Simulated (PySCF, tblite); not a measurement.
Species: C3H4BClO2.
SMILES with atom numbers: `[Cl:1][B@@H-:2]1[O:3][CH:4]=[CH:5][CH:6]=[O+:7]1` (hydrogens: H8 on B2; H9 on C4; H10 on C5; H11 on C6)
Bond orders are those of one Lewis drawing.

Computed with GFN2-xTB (tblite), gas phase: Langevin dynamics at 300 K from the optimised GFN2-xTB geometry, time step 0.5 fs, friction 0.01 fs⁻¹, 2000 steps. Over the second half of the run the saved frames average 266 K.

Frame at 250 fs, instantaneous temperature 283 K:
```
atom  x, y, z in Å
Cl1    -2.170   -1.053    1.535
B2     -1.690   -0.452   -0.072
O3     -0.704   -1.465   -0.672
C4      0.506   -1.386   -0.314
C5      0.999   -0.220    0.252
C6      0.210    0.901    0.277
O7     -1.097    0.831    0.102
H8     -2.530   -0.421   -0.879
H9      1.152   -2.259   -0.494
H10     2.003   -0.192    0.700
H11     0.567    1.876    0.535
```

Frame at 425 fs, instantaneous temperature 262 K:
```
atom  x, y, z in Å
Cl1    -2.216   -1.513    1.552
B2     -1.487   -0.650    0.076
O3     -0.582   -1.616   -0.615
C4      0.679   -1.577   -0.440
C5      1.374   -0.620    0.261
C6      0.590    0.406    0.848
O7     -0.663    0.470    0.692
H8     -2.350   -0.517   -0.722
H9      1.374   -2.228   -0.949
H10     2.384   -0.758    0.567
H11     1.117    1.101    1.467
```

Frame at 625 fs, instantaneous temperature 352 K:
```
atom  x, y, z in Å
Cl1    -1.901   -1.763    1.547
B2     -1.182   -0.538    0.361
O3     -0.384   -1.343   -0.588
C4      0.835   -1.594   -0.436
C5      1.645   -0.969    0.476
C6      0.986    0.018    1.199
O7     -0.266    0.307    1.153
H8     -2.019   -0.084   -0.276
H9      1.330   -2.164   -1.195
H10     2.724   -1.138    0.482
H11     1.520    0.781    1.745
```

Frame at 800 fs, instantaneous temperature 290 K:
```
atom  x, y, z in Å
Cl1    -2.027   -1.410    1.727
B2     -1.550   -0.362    0.224
O3     -0.834   -1.363   -0.653
C4      0.409   -1.439   -0.761
C5      1.297   -0.530   -0.145
C6      0.727    0.550    0.490
O7     -0.560    0.697    0.687
H8     -2.597   -0.089   -0.235
H9      0.863   -2.256   -1.383
H10     2.366   -0.670   -0.269
H11     1.342    1.453    0.898
```

Frame at 1000 fs, instantaneous temperature 208 K:
```
atom  x, y, z in Å
Cl1    -2.041   -1.021    1.551
B2     -1.755   -0.255   -0.029
O3     -1.201   -1.390   -0.851
C4      0.015   -1.634   -0.897
C5      0.985   -0.694   -0.589
C6      0.577    0.461    0.036
O7     -0.620    0.847    0.221
H8     -2.628    0.226   -0.607
H9      0.298   -2.573   -1.349
H10     2.037   -0.899   -0.724
H11     1.364    1.001    0.516
```

Problem. What do single points at PBE0/pcSseg-1 (PySCF, gas phase) give on these frames?

Solution. 
```csv
t (fs),GFN2-xTB E above start (eV),DFT E above lowest frame (eV),HOMO (eV),LUMO (eV),dipole (D)
250,0.32,0.00,-7.65,-3.07,5.90
425,0.42,0.19,-7.67,-2.97,6.17
625,0.28,0.00,-7.68,-2.91,6.36
800,0.33,0.03,-7.55,-3.00,6.58
1000,0.29,0.07,-7.93,-2.71,5.12
```

The two levels order the frames alike by energy but for pairs within 0.08 eV at one level; measured from each level's lowest frame they differ by 0.06 eV at most. The HOMO–LUMO gap runs from 4.55 to 5.22 eV. These are instantaneous structures, not minima.

Problem. And the isotropic GIAO shieldings (ppm) from the same runs?

Solution. 
| atom | 250 fs | 425 fs | 625 fs | 800 fs | 1000 fs | mean | range |
| --- | --- | --- | --- | --- | --- | --- | --- |
| Cl1 | 903.8 | 806.6 | 856.6 | 803.5 | 828.7 | 839.8 | 100.3 |
| B2 | 101.3 | 97.1 | 100.1 | 95.7 | 96.1 | 98.1 | 5.6 |
| O3 | 10.1 | 56.9 | 39.6 | 18.7 | 38.6 | 32.8 | 46.8 |
| C4 | -4.7 | 1.9 | 2.9 | -3.0 | 5.3 | 0.5 | 10.0 |
| C5 | 76.1 | 71.8 | 76.6 | 76.4 | 79.0 | 76.0 | 7.2 |
| C6 | -0.7 | -4.0 | -0.9 | -3.9 | 0.4 | -1.8 | 4.4 |
| O7 | 41.4 | 38.4 | 48.0 | 55.6 | 41.6 | 45.0 | 17.2 |
| H8 | 27.6 | 26.5 | 27.5 | 26.4 | 27.7 | 27.1 | 1.3 |
| H9 | 23.2 | 23.5 | 24.0 | 23.0 | 24.1 | 23.6 | 1.1 |
| H10 | 25.4 | 25.8 | 25.1 | 25.6 | 25.8 | 25.5 | 0.7 |
| H11 | 23.9 | 23.5 | 23.9 | 22.6 | 23.9 | 23.6 | 1.3 |

What follows is the cost of the whole dynamics run. The run took 7.9 s of wall time on an Arm Neoverse V2 with one thread, no GPU, shared host, and the process peaked at 0.18 GiB of memory.
